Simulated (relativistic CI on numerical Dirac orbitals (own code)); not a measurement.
**Ba I: q coefficients and field-shift factors**

Computed by Dirac-Coulomb-Breit CI, separate exchange-only KLI orbitals for each configuration, valence Slater integrals scaled by 0.85, P86 correlation energy added to each configuration, derivatives by finite differences, QED left out (own radial code, finite nucleus).

Configurations in the expansion (outside the closed core [Xe]): 6s2, 6s 5d, 6s 6p, 5d 6p, 6s 7p, 5d2, 6p2, 6s 6d. Levels of other configurations are missing.

With x = (α/α₀)² − 1 an excitation energy changes as ω = ω₀ + qx; K = 2q/ω₀ is the relative enhancement. Terms are leading LS components, so labels can repeat. The field-shift factor is F = δν/δ⟨r²⟩ for the transition from the lowest level.

Lowest level 6s2 1S_0.

```tsv
Level	ω₀ (cm⁻¹)	q (cm⁻¹)	K	F (GHz/fm²)
6s 5d 3D_1	9416.6	4650	0.988	-3.59
6s 5d 3D_2	9522.6	4690	0.985	-3.57
6s 5d 3D_3	9709.9	4770	0.982	-3.5
6s 6p 3P°_0	10726.1	946.9	0.177	-2.67
6s 6p 3P°_1	11066.0	1306	0.236	-2.7
6s 5d 1D_2	11811.6	5209	0.882	-4.23
6s 6p 3P°_2	11816.4	2147	0.363	-2.73
6s 6p 1P°_1	17022.2	2749	0.323	-3.28
5d 6p 3F°_2	21396.8	5996	0.56	-6.32
5d2 3F_2	21408.6	8700	0.813	-6.92
5d2 3F_3	21536.2	8743	0.812	-6.89
5d2 3F_4	21725.5	8843	0.814	-6.84
5d 6p 1D°_2	22072.5	6775	0.614	-6.32
```

Correlation outside the listed configurations is missing or only estimated: errors of thousands of cm⁻¹ between configurations and terms are usual at this charge. Rates and lifetimes follow the computed energies and can be off by large factors. The fine structure of a lone outer electron comes out too small, for d and f at times inverted, and misplaced configurations move strength between like terms.
